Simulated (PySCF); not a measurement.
**Relaxation of singlet SnS(OH)₂**

Level of theory: PySCF, PBE0, basis Sn def2-SVP with ECP28, S def2-SVP, O def2-SVP, H def2-SVP (scalar-relativistic core potentials, no spin–orbit coupling, density fitting). A (50,194) grid was used.

A hand-made trigonal planar (heavy-atom frame) start, of Cs symmetry, held to at least that symmetry:

```xyz
6
charge 0 multiplicity 1, angstrom
Sn    0.0947    0.1720    0.0000
S    -1.0253   -1.7679    0.0000
O     2.1247    0.1720    0.0000
O    -0.9203    1.9300    0.0000
H     2.7418   -0.5634    0.0000
H    -0.5920    2.8321    0.0000
```

(1) What forces act on the atoms at the start (eV/Å)?

(2) What does it relax to?

(3) How much energy is released, and in how many steps?

Results:

(1) 
```tsv
atom	Fx	Fy	Fz
Sn1	0.48	-0.03	0.00
S2	0.07	0.35	0.00
O3	-1.15	1.65	0.00
O4	0.50	-1.42	0.00
H5	-0.54	-0.59	0.00
H6	0.63	0.04	0.00
```

(2) It ends at Cs with O–H 0.967 Å (×2), Sn–O 1.960 Å, Sn–O 1.973 Å, Sn–S 2.212 Å; H–O–Sn 109.6°, H–O–Sn 112.3°, O–Sn–O 97.0°, O–Sn–S 131.0°, O–Sn–S 132.0° (after a last refinement on a finer grid). A frequency run shows a minimum.

(3) 60.9 kJ/mol in 9 steps.
